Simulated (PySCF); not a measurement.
Compound: C₄H₆BCl.
SMILES with atom numbers: `[Cl:1][BH:2][C@:3]12[CH2:4][C@H:5]1[CH2:6]2` (hydrogens: H7 on B2; H8, H9 on C4; H10 on C5; H11, H12 on C6)

Structure used (PBE0-D3(BJ)/def2-SVP), in Å, numbered top down from 1:
```
atom  x, y, z in Å
Cl1    3.3775   -0.5427    1.4904
B2     2.0903    0.4561    0.8209
C3     0.7970   -0.1795    0.3507
C4    -0.5229    0.4975    0.0693
C5    -0.3974   -0.3411    1.2801
C6     0.2246   -1.5360    0.6665
H7     2.2727    1.6486    0.7925
H8    -1.1185    0.1095   -0.7690
H9    -0.5688    1.5837    0.1982
H10   -0.4524   -0.0528    2.3298
H11   -0.3265   -2.0510   -0.1331
H12    0.8256   -2.1893    1.3069
```

The closed-shell ground state was solved at several levels (PySCF, density fitting, gas phase, non-relativistic).

```
            level  basis functions  total energy (Eh)  HOMO (eV)  LUMO (eV)  gap (eV)  dipole (D)
      PBE0/STO-3G               40          -633.5125      -6.17       1.19      7.36        2.23
mPW1PW91/pcSseg-1              139          -640.9944      -7.69      -1.17      6.52        2.06
 PBE0/aug-cc-pVDZ              196          -640.7096      -7.60      -1.19      6.41        2.00
    PBE0/def2-SVP              118          -640.4130      -7.58      -1.00      6.58        1.77
   B97-2/pcSseg-1              139          -640.9891      -7.43      -1.16      6.27        2.04
      HF/pcSseg-1              139          -639.0519     -10.09       2.45     12.54        2.16
```

Problem. Estimate the row for BP86/pcSseg-1, a basis of 139 functions; the other rows only guide the guess.

Solution. Total energy -641.0545 Eh, HOMO -6.66 eV, LUMO -2.14 eV, gap 4.52 eV, dipole 2.02 D.

Problem. Over all these levels, which gives the widest orbital gap and which the narrowest?

Solution. HF/pcSseg-1 (Hartree–Fock, all exact exchange) has the widest, 12.54 eV, and BP86/pcSseg-1 (GGA) the narrowest, 4.52 eV. The two share the basis. From the narrowest to the widest the HOMO moves by -3.43 eV and the LUMO by +4.59 eV.

Problem. How much does the basis alone move the frontier levels among the 3 PBE0 rows?

Solution. The HOMO by 1.43 eV and the LUMO by 2.38 eV. By rising basis size (HOMO, LUMO in eV): STO-3G -6.17, 1.19; def2-SVP -7.58, -1.00; aug-cc-pVDZ -7.60, -1.19.

Problem. In the pcSseg-1 basis, how does the gap go with the fixed share of exact exchange?

Solution. BP86 (0 %) 4.52 eV; B97-2 (21 %) 6.27 eV; mPW1PW91 (25 %) 6.52 eV; HF (100 %) 12.54 eV. Each rise in the share widens the gap here.

Problem. How far do the dipole and the HOMO energy spread over the levels?

Solution. The dipole runs from 1.77 to 2.23 D (mean 2.04 D) and the HOMO from -10.09 to -6.17 eV.

One conformer stands for the species.
